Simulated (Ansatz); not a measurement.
Reaction (atomization): `O=C=[N][Al]([F])[Cl]` → Al• + C• + Cl• + F• + N• + O•

Calculated with Ansatz (gas phase, PBE0-D4/def2-TZVP geometries, no zero-point term in ΔE). CBS: MP2 limit from def2 TZ/QZ plus the TZ coupled-cluster correction, frozen cores. This one scheme is used for every species, atoms too. Functionals use def2-TZVPP. Open shells (•) are unrestricted, without spin–orbit coupling. Spin–orbit coupling would lower the free atoms: a little for Al, C, Cl, F, O. Each species was taken in one conformer, which may not be the lowest.

| level | ΔE (kJ/mol) |
| --- | --- |
| r2SCAN0 | 2733.5 |
| BHLYP | 2629.0 |
| CCSD(T)/def2-TZVPP | 2709.9 |
| HF/def2-QZVPP | 1926.9 |

What does CCSD(T)/CBS give? (Estimate.)

Computed: +2810.3 kJ/mol. The listed levels differ from it by -76.8, -181.3, -100.4, -883.4 kJ/mol.

Largest T1 diagnostic among the species: 0.018.

In def2-TZVPP, CCSD(T) changes the Hartree–Fock value by +791.3 kJ/mol (the triples alone add +75.0 kJ/mol) and MP2 by +962.4 kJ/mol; breaking electron pairs costs correlation energy, which Hartree–Fock lacks. From r2SCAN to r2SCAN0 (25 % exact exchange), in def2-TZVPP and without D4, ΔE moves by −108.5 kJ/mol: exact exchange takes away binding that semilocal exchange gives to molecules. At CCSD(T), def2-SVP lies −182.8 kJ/mol from the extrapolated value and def2-TZVPP −100.4 kJ/mol: correlation converges slowly with the basis, and small sets miss more of it in the bonded molecule than in its fragments.

For atomizations the MP2-based limit and the directly extrapolated one differ by several kJ/mol either way, and by 10 to 25 for some Ge, Se and Sn compounds, so smaller differences from it don't rank the levels.
